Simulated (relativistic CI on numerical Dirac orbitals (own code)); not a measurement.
# Energy levels of Ce³⁹⁺

These numbers are calculated, not measured: Dirac-Coulomb-Breit CI, separate exchange-only KLI orbitals for each configuration, a model potential for QED, unscaled Slater integrals (own radial code, finite nucleus).

CI space (outside the closed core [Ne]): 3s2 3p6 3d, 3s2 3p5 3d2, 3s 3p6 3d2, 3s2 3p6 4s, 3s2 3p6 4p, 3s2 3p6 4d, 3s2 3p5 3d 4s, 3s2 3p6 4f, 3s2 3p5 3d 4p, 3p6 3d3, 3p5 3d4, 3p5 3d3 4s. Double excitations out of closed p, d and f shells are left out; levels of such configurations are missing from the list, as are those of other unlisted configurations, and high levels can miss mixing partners. These lack a partner that the ground configuration has and come out too high: 3s2 3p5 3d 4p.

The lowest level is 3s2 3p6 3d 2D_3/2, with 100 % of that term; Hund's rules for 3s2 3p6 3d give 2D with J = 3/2, in agreement.

```csv
No.,Configuration,Term,J,E (cm⁻¹),%,Landé g,Lifetime (s)
1,3s2 3p6 3d,2D,3/2,0,100,0.792,
2,3s2 3p6 3d,2D,5/2,193789,100,1.194,1.28e-05
3,3s2 3p5 3d2,4D°,1/2,1459488,90,0.080,7.43e-10
4,3s2 3p5 3d2,4D°,3/2,1466478,53,1.001,1.53e-09
5,3s2 3p5 3d2,4F°,5/2,1508016,38,1.029,1.16e-09
6,3s2 3p5 3d2,4G°,7/2,1532677,37,1.013,1.79e-07
7,3s2 3p5 3d2,4D°,5/2,1634166,49,1.259,1.26e-08
8,3s2 3p5 3d2,4P°,3/2,1641100,35,1.369,9.71e-10
9,3s2 3p5 3d2,4G°,9/2,1665325,72,1.175,1.87e-05
10,3s2 3p5 3d2,4D°,7/2,1672676,45,1.284,4.39e-10
11,3s2 3p5 3d2,4D°,3/2,1698315,37,1.055,1.23e-10
12,3s2 3p5 3d2,4P°,5/2,1711486,46,1.253,9.51e-10
13,3s2 3p5 3d2,4G°,11/2,1721462,56,1.186,4.45e-04
14,3s2 3p5 3d2,2G°,7/2,1736175,42,1.079,2.77e-08
15,3s2 3p5 3d2,4P°,1/2,1771355,36,1.649,6.20e-08
16,3s2 3p5 3d2,2F°,7/2,1796704,43,1.179,1.61e-09
17,3s2 3p5 3d2,4D°,5/2,1809860,42,1.228,2.16e-10
18,3s2 3p5 3d2,2G°,9/2,1819440,48,1.170,3.56e-05
19,3s2 3p5 3d2,2D°,3/2,1826702,30,1.339,8.40e-10
20,3s2 3p5 3d2,2H°,11/2,1878896,56,1.164,8.81e-06
21,3s2 3p5 3d2,2D°,5/2,1906766,52,1.207,3.60e-10
22,3s2 3p5 3d2,2D°,3/2,1920012,38,0.851,4.35e-12
23,3s2 3p5 3d2,2G°,9/2,1946771,54,1.117,5.83e-06
24,3s2 3p5 3d2,2F°,7/2,1947557,52,1.221,2.50e-11
25,3s2 3p5 3d2,2P°,1/2,1969896,65,1.149,1.38e-11
26,3s2 3p5 3d2,2F°,5/2,1975843,75,0.836,2.36e-12
27,3s2 3p5 3d2,2P°,1/2,2046660,52,0.730,2.40e-12
28,3s2 3p5 3d2,2G°,7/2,2092119,37,1.121,6.43e-12
29,3s2 3p5 3d2,2P°,3/2,2132507,51,1.262,3.49e-11
30,3s2 3p5 3d2,2D°,5/2,2163714,35,1.153,2.46e-12
31,3s2 3p5 3d2,2P°,3/2,2197651,53,1.389,3.08e-12
32,3s2 3p5 3d2,2F°,5/2,2412450,52,0.762,2.14e-12
33,3s2 3p5 3d2,4G°,7/2,2538384,46,1.017,2.85e-10
34,3s2 3p5 3d2,2D°,5/2,2563935,32,1.052,2.03e-11
35,3s2 3p5 3d2,4D°,3/2,2589369,36,1.055,1.43e-11
36,3s2 3p5 3d2,4P°,1/2,2609985,38,1.649,6.14e-10
37,3s2 3p5 3d2,2G°,9/2,2616153,40,1.060,9.07e-08
38,3s2 3p5 3d2,2P°,1/2,2664153,59,0.698,8.05e-13
39,3s2 3p5 3d2,2D°,3/2,2721566,70,0.868,4.64e-13
40,3s2 3p5 3d2,4D°,7/2,2734201,43,1.266,6.31e-12
41,3s2 3p5 3d2,2G°,9/2,2799869,43,1.080,8.30e-08
42,3s2 3p5 3d2,2P°,3/2,2807793,34,1.267,1.13e-11
43,3s2 3p5 3d2,2F°,7/2,2832398,63,1.048,1.12e-12
44,3s2 3p5 3d2,2F°,5/2,2835965,40,1.086,4.85e-11
45,3s2 3p5 3d2,2D°,5/2,2843721,63,1.174,5.79e-13
```

Energies count from the lowest computed level; ° marks odd parity; lifetimes are radiative, by E1, M1, E2, M2, E3 decay to levels of this space only.

The mean weight of the leading LS term, summed over parents, in these 45 levels is 51 %, and that of the leading jj configuration (from the same eigenvectors) 90 %, so jj coupling describes them better and the LS labels are nominal.

At this charge energies of transitions that change n are usually good to better than 1 %, and those within a shell (Δn = 0) to a few per cent.

LS names give the leading component of a level, which can be under half, so a name can repeat, a term be missing and a line seem to break the LS rules.
